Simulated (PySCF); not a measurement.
Species: C2H8AlNTe.
Z-matrix (Å and degrees, PBE0-D3(BJ)/def2-SVP geometry), rows numbered from 1:
```
N 
Al  1  2.0518
C   2  1.9979  1   97.20
Te  3  2.1952  2   88.49  1   -79.21
C   2  1.9980  1   97.21  3   -94.98
H   1  1.0202  2  114.81  3   -69.74
H   1  1.0308  2  102.67  3    47.35
H   1  1.0204  2  114.80  3   164.39
H   2  1.6036  1  103.24  3   132.44
H   3  1.1005  2  118.46  1   171.01
H   3  1.1020  2  120.63  1    34.18
H   5  1.1021  2  120.58  1   -34.11
H   5  1.1005  2  118.55  1  -171.00
```

Computed with PBE0-D3(BJ)/def2-SVP geometry optimisation, gas phase, def2 core potentials past Kr in PySCF.

Take the most abundant isotopes and a rigid rotor. The values belong to one conformer with, in the numbering `[NH3+:1][AlH-:2]1[CH2:3][Te:4][CH2:5]1`, N1–Al2–C3–Te4 -79°, Al2–C3–Te4–C5 -17°, C3–Te4–C5–Al2 17°, N1–Al2–C5–Te4 79°.

**Question.** Give the principal moments of inertia and the rotational constants in GHz.

**Answer.** Ia = 134.09, Ib = 385.14, Ic = 391.61 u·Å²; 505379 MHz·u·Å²/I gives 3769, 1312 and 1291 MHz, that is A = 3.7690, B = 1.3122, C = 1.2905 GHz.

**Question.** Classify the top.

**Answer.** A near-prolate asymmetric top: κ = (2 × 1312 − 3769 − 1291)/(3769 − 1291) = -0.98.

**Question.** Is it planar, by Δ = Ic − Ia − Ib?

**Answer.** Not planar: Δ = Ic − Ia − Ib = -127.62 u·Å². For a rigid frame Δ = −2 Σ m c², so Σ m c² = 63.81 u·Å² lies off the ab plane: 15.97 from hydrogen and 47.84 from heavier atoms. The atom farthest from that plane is 1.80 Å away.

**Question.** Give the other two planar moments, Paa and Pbb, and the rms extents of the mass along the axes.

**Answer.** Paa = Σ m a² = (Ib + Ic − Ia)/2 = 321.33 and Pbb = Σ m b² = (Ia + Ic − Ib)/2 = 70.28 u·Å². With the mass M = 202.95 u, the rms extents √(P/M) along a, b and c are 1.26, 0.59, 0.56 Å.

**Question.** Give the coordinates in the principal-axis frame, origin at the centre of mass.

**Answer.** The sense of each axis is arbitrary; atoms in the order of the calculation.
```tsv
atom	mass (u)	a (Å)	b (Å)	c (Å)
N1	14.003	2.362	0.001	1.379
Al2	26.982	1.967	-0.001	-0.634
C3	12.000	0.604	1.460	-0.623
Te4	129.906	-0.871	0.000	0.091
C5	12.000	0.604	-1.462	-0.621
H6	1.008	2.860	0.825	1.717
H7	1.008	1.419	0.004	1.795
H8	1.008	2.856	-0.824	1.719
H9	1.008	3.428	0.001	-1.295
H10	1.008	0.252	1.857	-1.588
H11	1.008	0.691	2.304	0.080
H12	1.008	0.692	-2.304	0.086
H13	1.008	0.252	-1.861	-1.584
```

**Question.** List the rotational levels J(Ka,Kc) to J = 2 (cm⁻¹).

**Answer.** Above 0(0,0):
J = 1: 1(0,1) 0.0868, 1(1,1) 0.1688, 1(1,0) 0.1695
J = 2: 2(0,2) 0.2604, 2(1,2) 0.3417, 2(1,1) 0.3439, 2(2,1) 0.5897, 2(2,0) 0.5897
The levels of one J sum to (2J + 1)J(J + 1)(A + B + C)/3.

**Question.** Predict some low-J microwave lines.

**Answer.** The dipole components are |μa| = 2.71 D, |μb| = 0.00 D, |μc| = 3.95 D; the mirror of this Cs structure is the ac plane, so μb vanishes by symmetry and there are no b-type lines. The squared components, which scale the intensities, stand as 0.47 : 1.00 (a : c). Some lines, for components of 0.1 D or more:

| type | branch | J(Ka,Kc) | MHz | lower level (cm⁻¹) |
| --- | --- | --- | --- | --- |
| c | Q | 3(1,3) ← 3(0,3) | 2403 | 0.521 |
| c | Q | 2(1,2) ← 2(0,2) | 2435 | 0.260 |
| c | Q | 1(1,1) ← 1(0,1) | 2457 | 0.087 |
| a | R | 1(0,1) ← 0(0,0) | 2603 | 0.000 |
| c | R | 1(1,0) ← 0(0,0) | 5081 | 0.000 |
| a | R | 2(1,2) ← 1(1,1) | 5184 | 0.169 |
| a | R | 2(0,2) ← 1(0,1) | 5205 | 0.087 |
| a | R | 2(1,1) ← 1(1,0) | 5227 | 0.169 |
| c | Q | 3(2,2) ← 3(1,2) | 7338 | 0.605 |
| c | Q | 2(2,1) ← 2(1,1) | 7370 | 0.344 |
| a | R | 3(1,3) ← 2(1,2) | 7776 | 0.342 |
| a | R | 3(0,3) ← 2(0,2) | 7808 | 0.260 |
| a | R | 3(2,2) ← 2(2,1) | 7808 | 0.590 |
| a | R | 3(2,1) ← 2(2,0) | 7809 | 0.590 |
| a | R | 3(1,2) ← 2(1,1) | 7841 | 0.344 |
| c | R | 3(1,2) ← 2(0,2) | 10341 | 0.260 |
| c | Q | 3(3,1) ← 3(2,1) | 12338 | 0.850 |
| c | R | 2(2,0) ← 1(1,0) | 12598 | 0.169 |
| c | R | 2(2,1) ← 1(1,1) | 12619 | 0.169 |
| c | R | 3(2,1) ← 2(1,1) | 15179 | 0.344 |
| c | R | 3(2,2) ← 2(1,2) | 15244 | 0.342 |
| c | R | 3(3,0) ← 2(2,0) | 20146 | 0.590 |
| c | R | 3(3,1) ← 2(2,1) | 20147 | 0.590 |

Whether it is a minimum is left open (no frequencies). Zero-point vibration and centrifugal distortion are left out. A rigid rotor knows nothing of internal rotation, which can split or shift real lines. Quadrupole hyperfine structure (14N, 27Al) is left out.

The run took 80 s wall on one thread of an Intel Xeon Platinum 8488C (shared host), and the process peaked at 0.56 GiB of memory. This is the geometry optimisation.
